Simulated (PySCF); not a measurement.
Question: Give a GFN2-xTB geometry of `CC#C[C@@H]1C[C@H]1C(=O)[O-]`. (Charge -1.)

Answer: 
```
atom  x, y, z in Å
C1    -3.3825   -0.1576    0.7309
C2    -1.9722    0.1161    0.5171
C3    -0.8043    0.3489    0.3545
C4     0.5796    0.5930    0.1322
C5     1.1173    0.5699   -1.2739
C6     1.4877   -0.5242   -0.3248
C7     2.9475   -0.5583    0.2468
O8     3.4331    0.5433    0.5375
O9     3.4424   -1.6901    0.3321
H10   -3.9668    0.1533   -0.1383
H11   -3.7446    0.3844    1.6070
H12   -3.5411   -1.2259    0.8923
H13    1.0399    1.3044    0.8108
H14    0.4255    0.3610   -2.0821
H15    1.8842    1.2938   -1.5120
H16    1.0465   -1.5032   -0.4826
```

Any rigid rotation of these coordinates is as good. Atoms count from 1 in this order. Of the pairs four or more bonds apart, O8···H13 is among the closest relative to their van der Waals radii: 2.53 Å, 93 % of the sum of Bondi's values. C7 (carboxylate carbon) is planar (angles 129.8°, 115.5° and 114.7°, sum 360.0°, 0.00 Å off the plane of its three neighbours). The 3-membered ring C4–C5–C6 has internal angles of 59.4° to 60.4°. The 7 C–C bonds span 1.202 Å (C2≡C3, drawn triple) to 1.568 Å (C6–C7, drawn single), a spread of 0.366 Å.

Bonds between heavy atoms (Å): C1–C2 1.452, C2≡C3 1.202, C3–C4 1.423, C4–C5 1.506, C5–C6 1.495, C6–C7 1.568, C7=O8 1.239, C7–O9 1.238, C4–C6 1.510.

The geometry is computed with GFN2-xTB (gas phase).

Point group: C1 (no symmetry element, even within 0.4 Å). No frequency check. Torsions: C5–C6–C7–O8 40°.

One conformer stands for the species.
